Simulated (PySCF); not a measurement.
## Computed vibrations of LaOF

LaOF (singlet). PySCF 2.14.0, RKS PBE0, La def2-SVP with ECP46, O def2-SVP, F def2-SVP; non-relativistic Hamiltonian with scalar-relativistic core potentials where named; density fitting; no spin-orbit coupling. Central differences of gradients.

```xyz
3

La    0.0497    0.0000   -0.2369
O     1.6270    0.0000    0.8940
F    -1.7331    0.0000    0.9791
```

Run from Python with OMP_NUM_THREADS=2. Where DIIS fails, smearing, a level shift and second-order steps follow.
It took 16 s on 2 threads of Intel(R) Xeon(R) 6975P-C (Granite Rapids), on a shared host.

Problem. What are the harmonic wavenumbers and infrared intensities?

Solution. Modes are labelled in Cs; negative numbers are unstable modes, those under 60 cm⁻¹ near the noise; a finer grid moves soft modes by up to 10 cm⁻¹.
| cm⁻¹ | km/mol | symmetry |
| --- | --- | --- |
| 160 | 24.1 | a' |
| 532 | 128.4 | a' |
| 803 | 180.0 | a' |

Problem. Is this a minimum?

Solution. Yes. Ideal gas at 298.15 K and 1 bar: S = 290.4 J/(mol K), Cp = 48.8 J/(mol K), H − H(0 K) = 12.3 kJ/mol (rigid rotor, harmonic modes, spin degeneracy alone).
